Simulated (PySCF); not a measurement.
## Peak assignment

Molfile (atoms numbered from 1):
```
C3H9ClOSi
     RDKit          3D

 15 14  0  0  0  0  0  0  0  0999 V2000
    2.1461   -0.0678   -0.1171 C   0  0  0  0  0  0  0  0  0  0  0  0
    0.8811   -0.2657   -0.6952 O   0  0  0  0  0  0  0  0  0  0  0  0
   -0.2160   -0.2103    0.2100 C   0  0  1  0  0  0  0  0  0  0  0  0
   -0.4970    1.2014    0.7250 C   0  0  0  0  0  0  0  0  0  0  0  0
   -1.6269   -0.9525   -0.8501 Si  0  0  0  0  0  4  0  0  0  0  0  0
   -3.3148   -0.9941    0.2553 Cl  0  0  0  0  0  0  0  0  0  0  0  0
    2.8765   -0.2875   -0.8941 H   0  0  0  0  0  0  0  0  0  0  0  0
    2.3020   -0.7448    0.7319 H   0  0  0  0  0  0  0  0  0  0  0  0
    2.2842    0.9640    0.2228 H   0  0  0  0  0  0  0  0  0  0  0  0
    0.0077   -0.8550    1.0772 H   0  0  0  0  0  0  0  0  0  0  0  0
   -1.4195    1.2025    1.3006 H   0  0  0  0  0  0  0  0  0  0  0  0
   -0.6033    1.8870   -0.1127 H   0  0  0  0  0  0  0  0  0  0  0  0
    0.3054    1.5594    1.3681 H   0  0  0  0  0  0  0  0  0  0  0  0
   -1.8542   -0.1104   -2.0192 H   0  0  0  0  0  0  0  0  0  0  0  0
   -1.2757   -2.3182   -1.2244 H   0  0  0  0  0  0  0  0  0  0  0  0
  1  2  1  0
  2  3  1  0
  3  4  1  0
  3  5  1  0
  5  6  1  0
  1  7  1  0
  1  8  1  0
  1  9  1  0
  3 10  1  1
  4 11  1  0
  4 12  1  0
  4 13  1  0
  5 14  1  0
  5 15  1  0
M  END
```

Method: σ from GIAO-PBE0/pcSseg-1, GFN2-xTB geometry, in PySCF 2.14.0 with density-fitted response routines (averaged over atoms made equivalent by symmetry, fast rotation or ring inversion, non-relativistic, no solvent, one conformer).

Referencing at the same level of theory: TMS for $^{13}$C (σref 186.93) and $^{1}$H (σref 31.72).

Task: Assign these signals to the numbered atoms. $^{13}$C{$^{1}$H} NMR (computed): δ 74.0 (CH), 59.8 (CH3), 15.0 (CH3).

Result: 
```tsv
δ (ppm)	atoms	environment	reason
74.0	C3	sp3 CH bonded to O and Si	the inductive effect lowers its shielding
59.8	C1	methyl carbon bonded to O	deshielded by the electronegative neighbour
15.0	C4	methyl carbon	aliphatic region, no heteroatom directly attached
```

Task: Assign these signals to the numbered atoms. $^{1}$H NMR (400 MHz, computed): δ 4.92 (m, 1H), 4.69 (m, 1H), 3.55 (s, 3H), 3.31 (m, 1H), 1.42 (d, 3H).

Result: 
| δ (ppm) | atoms | environment | reason |
| --- | --- | --- | --- |
| 4.92 | H15 | hydrogen on a silicon bonded to C, Cl | – |
| 4.69 | H14 | hydrogen on a silicon bonded to C, Cl | – |
| 3.55 | H7/H8/H9 | hydrogen on a methyl carbon bonded to O | its carbon carries O, hence the downfield position |
| 3.31 | H10 | hydrogen on an sp3 CH bonded to O and Si | its carbon carries O, an electronegative neighbour |
| 1.42 | H11/H12/H13 | hydrogen on a methyl carbon | – |

Shifts are as computed. Against solution values, carbons near 30 ppm lie about +3 ppm off and those near 130 ppm about +5 ppm. Of 1211 compounds with measured shifts, 218 miss one by over three times the rms of a fit or turn the order of signals round; such compounds aren't used in these exercises. Multiplicities follow the n + 1 count of equivalent neighbours, as no J values were calculated; m marks all less simple cases, F and P coupling included.
